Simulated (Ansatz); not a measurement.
Ansatz (an electronic-structure program) input (CAM-B3LYP/def2-TZVPD):

Ansatz 0.2 input:
```yaml
crystal:
  periodic: [false, false, false]
  atoms:
    - {symbol: Hf, position_ang: [0.06899858, 0.13824976, 0.11353732]}
    - {symbol: O, position_ang: [0.79805456, -0.42960949, -1.41901862]}
    - {symbol: O, position_ang: [-1.41904176, -0.81463831, 0.39718275]}
basis:
  gaussian:
    orbitals: def2-TZVPD
hamiltonian:
  xc: {name: CAM-B3LYP}
output: {forces: true}
```

Output:

```
Functional definition: CAM-B3LYP
integrals: 0.05 GiB planned
773 factors; their error is unknown
integrals: 0.08 GiB planned
211 factors; integrals over basis functions are off by at most 3.8e-5 eV
mean field: 0.44 GiB planned
mean field evaluation 1: about -5377.7830 eV, gradient 1.1e2 eV
mean field evaluation 2: about -5061.0039 eV, gradient 3.4e2 eV
mean field evaluation 4: about -5400.1642 eV, gradient 6.7e0 eV
mean field evaluation 8: about -5400.2554 eV, gradient 7.0e-2 eV
mean field evaluation 16: about -5400.2691 eV, gradient 6.3e-5 eV
mean field -5400.26907732 eV, -198.4562281576 hartree, gradient 6.5e-5 eV, S^2 0.000000; 0 other end points of the search recorded, 0 dependent functions left out
the calculation of the forces begins
reference -5400.26918367 eV, -198.4562320659 hartree; 14, 14 occupied and 109, 109 virtual orbitals, 773 factors
Total energy: -5400.26918367 eV, -198.4562320659 hartree
Atom 0 at     0.068999     0.138250     0.113537 Å, force    -0.256986    -0.514912    -0.422871 eV/Å
Atom 1 at     0.798055    -0.429609    -1.419019 Å, force    -0.104244     0.217038     0.402089 eV/Å
Atom 2 at    -1.419042    -0.814638     0.397183 Å, force     0.361230     0.297874     0.020782 eV/Å
Dipole moment:     0.637335     1.277003     1.048736 e Å
```
